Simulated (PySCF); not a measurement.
# One molecule, several mistakes: Ge2H9NSi

These are calculations, not measurements. They come from PySCF 2.14.0, an open-source quantum chemistry program, on an isolated molecule that a program drew, which may never have been made. The molecule is Ge2H9NSi (charge 0, singlet), drawn as the SMILES string `N[SiH]([GeH3])[GeH3]`.

Each row is a Hartree-Fock (HF) and frozen-core CCSD(T) single point in the cc-pV(D+d)Z basis, meant for a local HF minimum. Run 1 is clean. Each other run has one planted mistake out of seven kinds, and not every kind appears here: one electron removed, one electron added, multiplicity raised by two, geometry at a saddle point, minimal basis STO-3G, one bond length entered in bohr, all coordinates scaled. The reference is restricted for singlets and unrestricted otherwise, and also for a bond in bohr. Adding or removing an electron swaps singlet and doublet. Electrons count all cores. HOMO and LUMO are orbital energies over both spins, the gradient is its largest component, and the lowest frequency (negative if imaginary) is given only where the gradient is small. Bond lengths are over the 12 bonds as drawn. T1 is the CCSD diagnostic: over 0.02 (restricted) or 0.045 (unrestricted) a single reference is doubtful. Germanium has the cc-pVDZ-PP basis, with a core potential (ECP10MDF) in place of its 10 inner electrons, and its 3s, 3p and 3d shells are frozen in CCSD(T).

Geometry of the clean run:
```xyz
13
Ge2H9NSi, angstrom
N    -0.7223    1.1908    0.3236
Si    0.3524    0.1442   -0.5482
Ge   -0.2901    0.1763   -2.8655
Ge    2.5971    0.9460   -0.2281
H    -0.5236    1.3820    1.2893
H    -1.7118    1.0625    0.2085
H     0.3274   -1.2789   -0.1053
H     0.5133   -0.8579   -3.6653
H    -0.0536    1.5572   -3.4893
H    -1.7819   -0.1622   -3.0158
H     3.6137   -0.0326   -0.8309
H     2.7982    2.3162   -0.8870
H     2.9083    1.0906    1.2702
```

```
run,electrons,basis functions,<S^2>,HOMO (eV),LUMO (eV),gradient (hartree/bohr),lowest frequency (cm^-1),mean bond (Å),longest bond (Å),T1,HF (hartree),CCSD(T) (hartree),mistake
1,94,128,0.000,-10.00,2.96,1.4e-05,76,1.6046,2.405,0.0117,-935.39980,-935.95909,no fault
2,93,128,0.767,-14.65,-6.32,6.3e-02,-,1.6046,2.405,0.0482,-935.08781,-935.61899,one electron removed
3,95,128,0.764,1.88,7.99,3.1e-02,-,1.6046,2.405,0.0174,-935.30954,-935.89251,?
4,94,128,0.000,-10.13,3.41,8.4e-02,-,1.4922,2.237,0.0110,-935.33317,-935.88474,?
```

**Which mistake was planted in run 3, and what did it cost?**

It counts 95 electrons, one more than the clean run, at the same geometry and basis. So the mistake is: one electron added. Subtracting run 1 and multiplying by 627.51 kcal/mol a hartree, the energy moved by 56.6 kcal/mol in HF and 41.8 kcal/mol in CCSD(T).

**Which mistake was planted in run 4, and what did it cost?**

The mean and the longest bond both change by the same factor, 0.930, and the gradient is no longer small. So the mistake is: all coordinates scaled. Subtracting run 1 and multiplying by 627.51 kcal/mol a hartree, the energy moved by 41.8 kcal/mol in HF and 46.7 kcal/mol in CCSD(T).

Cautions from the logs. Run 2: T1 is over the limit, so its CCSD(T) energy is less reliable; run 3: the HOMO is above zero, so the electron isn't bound and the energy depends on the basis.
